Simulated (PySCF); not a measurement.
## Steps of a relaxation of YbH2

YbH2 (singlet). PySCF 2.14.0, RKS PBE0, Yb def2-SVP with ECP28, H def2-SVP; non-relativistic Hamiltonian with scalar-relativistic core potentials where named; density fitting; no spin-orbit coupling. Origin of the start: template. Columns: position (Å) and force (eV/Å). Energies are counted from the last step; some of the 7 steps are shown. Forces carry noise of the integration grid, about 0.01 to 0.03 eV/Å.

Run from Python with OMP_NUM_THREADS=2. Where DIIS fails, smearing, a level shift and second-order steps follow.
It took 18 s on 2 threads of Arm Neoverse V1, on a shared host, from the converged density of the start.

```xyz
3
step 0  E = 0.244 eV
Yb    0.0000    0.0000   -0.0107     0.00    0.00    0.91
H     2.0971    0.0000    0.9277    -0.88    0.00   -0.45
H    -2.0971    0.0000    0.9277     0.88    0.00   -0.45
```

```xyz
3
step 2  E = 0.010 eV
Yb    0.0000    0.0000    0.1119     0.00    0.00   -0.20
H     1.9222    0.0000    0.8664     0.10    0.00    0.10
H    -1.9222    0.0000    0.8664    -0.10    0.00    0.10
```

```xyz
3
step 4  E = 0.002 eV
Yb    0.0000    0.0000    0.0541     0.00    0.00    0.00
H     1.9087    0.0000    0.8953    -0.05    0.00    0.00
H    -1.9087    0.0000    0.8953     0.05    0.00    0.00
```

Question: Where does the relaxation end?

Answer: It converges at step 6 in C2v:
```xyz
3
step 6  E = 0
Yb    0.0000    0.0000    0.0160
H     1.8680    0.0000    0.9144
H    -1.8680    0.0000    0.9144
```

Question: How did the contacts change?

Answer: 
| contact | start (Å) | end (Å) |
| --- | --- | --- |
| Yb1–H2 (H) | 2.298 | 2.073 |
| Yb1–H3 (H) | 2.298 | 2.073 |
